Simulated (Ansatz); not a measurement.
`[SiH3][Ga]1[CH2][CH2]1` at its PBE0-D4/def2-TZVP geometry, where that method's forces vanish. Total charge 0; spin multiplicity 1.

```xyz
11

Si    0.3474    0.6086   -1.6949
Ga    0.1334   -1.6520   -0.5590
C    -0.1646    0.2398    1.0703
C    -0.3253   -1.0441    1.5494
H    -0.9912    1.2641   -1.8332
H     1.2908    1.6473   -1.1795
H     0.7956    0.3351   -3.0951
H    -1.0160    0.8380    0.7691
H     0.7776    0.7620    1.1755
H    -1.3144   -1.4662    1.6909
H     0.4666   -1.5328    2.1065
```

Q: What forces (eV/Å) does ωB97M-V/def2-TZVPP give on these atoms in Ansatz 0.2.0? (Best estimate.)

A: The calculation gave: 
```
Si1  0.017  0.078 -0.117
Ga2  0.040  0.003 -0.169
C3  -0.022 -0.180  0.075
C4  -0.041  0.246  0.213
H5   0.134 -0.052  0.019
H6  -0.103 -0.096 -0.043
H7  -0.050  0.039  0.146
H8   0.060 -0.060  0.010
H9  -0.063 -0.055 -0.017
H10  0.084  0.035 -0.041
H11 -0.055  0.040 -0.075
```
